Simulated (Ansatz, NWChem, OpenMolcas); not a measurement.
## Abstraction of H: GeH2(SiH3)2 + CHBrCl → GeH2(SiH2)(SiH3) + CH2BrCl

Species: GeH2(SiH3)2, singlet; CHBrCl `Cl[CH]Br`, doublet; GeH2(SiH2)(SiH3), doublet; CH2BrCl (bromochloromethane) `ClCBr`, singlet. A radical takes H: the energy is the difference in strength between the Si–H bond broken and the C–H bond made.

Shapes, held fixed at every level: PBE0-D4/def2-TZVP. Flexible molecules stand in one conformer, not always the lowest. Programs: Ansatz 0.2.0, NWChem 7.3.0, OpenMolcas 26.06. A level may come from different programs for different species; with the same settings they agree closely. The zero-point and thermal change to 298 K, harmonic and unscaled (PBE0-D4/def2-TZVP), is +10.7 kJ/mol.

Q: Estimate ΔH(298 K) of this reaction.

A: The highest level, CCSD(T)/def2-TZVPP, gives ΔH(298 K) = -30.7 kJ/mol; the levels span -31.6 to -20.6. The column of differences is taken from that level and isn't an error. No measured value is set beside it here. Open shells run unrestricted. Relativity is left out for Br, Ge. Outer-core shells of Br, Ge are correlated in most correlated rows, in sets that cover them unevenly.

```json
{"level": "HF/def2-SVP", "kind": "Hartree–Fock", "ΔH(298 K) (kJ/mol)": "-20.6", "less CCSD(T)/def2-TZVPP": "+10.1"}
{"level": "PBE-D4/def2-TZVPP", "kind": "GGA", "ΔH(298 K) (kJ/mol)": "-28.4", "less CCSD(T)/def2-TZVPP": "+2.3"}
{"level": "r2SCAN-D4/def2-TZVPP", "kind": "meta-GGA", "ΔH(298 K) (kJ/mol)": "-23.0", "less CCSD(T)/def2-TZVPP": "+7.7"}
{"level": "B3LYP/6-31G* (Cartesian functions)", "kind": "global hybrid", "ΔH(298 K) (kJ/mol)": "-31.6", "less CCSD(T)/def2-TZVPP": "-0.9"}
{"level": "wB97M-V/def2-TZVPP", "kind": "range-separated hybrid", "ΔH(298 K) (kJ/mol)": "-25.5", "less CCSD(T)/def2-TZVPP": "+5.2"}
{"level": "B2PLYP/def2-TZVPP", "kind": "double hybrid", "ΔH(298 K) (kJ/mol)": "-26.2", "less CCSD(T)/def2-TZVPP": "+4.5"}
{"level": "CCSD(T)/def2-TZVPP", "kind": "coupled cluster or CI", "ΔH(298 K) (kJ/mol)": "-30.7", "less CCSD(T)/def2-TZVPP": "0.0"}
```
